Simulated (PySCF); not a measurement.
trichlorofluoromethane (CCl3F), SMILES FC(Cl)(Cl)Cl. Heavy atoms are numbered as in [F:1][C:2]([Cl:3])([Cl:4])[Cl:5].

Geometry: B3LYP-D3(BJ)/def2-TZVP.

These are PBE0/pcSseg-1 (PySCF) values and carry that method's errors.

GIAO shieldings, no solvent; atoms alike by connectivity are averaged. δ = σ(ref) − σ: ¹³C against TMS (σ = 186.3 ppm); ³⁵Cl against HCl (σ = 945.9 ppm), references at their B3LYP-D3(BJ)/def2-TZVP geometries, non-relativistic (without spin–orbit terms, shifts of atoms bonded to Cl or Br come out too high).

```json
[
 {"nucleus": "¹³C", "atoms": "C2", "count": "1", "δ (ppm)": "149.3"},
 {"nucleus": "³⁵Cl", "atoms": "Cl3", "count": "3", "δ (ppm)": "567.2"}
]
```
